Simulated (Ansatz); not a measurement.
Isolated molecules relaxed with PBE0-D4/def2-TZVP in Ansatz; ΔE leaves out vibrations. CCSD(T)/CBS is the MP2 limit (def2-TZVPP, def2-QZVPP) plus CCSD(T) − MP2 in def2-TZVPP, frozen cores. Double bonds are as drawn, so ΔE can hold a change between cis and trans. One conformer a species, not always the lowest.

Consider the substitution at a C–C bond: `C/C=C(\O)C=O` + `C1N[SiH2]O1` → `O=CN1CO[SiH2]1` + `C/C=C/O`.

```
         species  CCSD/def2-TZVPP energy (Eh)
  `C/C=C(\O)C=O`                   -305.92488
   `C1N[SiH2]O1`                   -459.88887
`O=CN1CO[SiH2]1`                   -573.04837
       `C/C=C/O`                   -192.78494
```

(1) Work out ΔE.

Largest T1 diagnostic among the species: 0.015.

Results:

(1) ΔE = (-573.04837) + (-192.78494) − (-305.92488) − (-459.88887) = -0.01956 Eh = -12.3 kcal/mol. CCSD(T)/CBS gives -11.5 kcal/mol.

In def2-TZVPP, CCSD(T) changes the Hartree–Fock value by +3.5 kcal/mol (the triples alone add +0.5 kcal/mol) and MP2 by +3.1 kcal/mol.
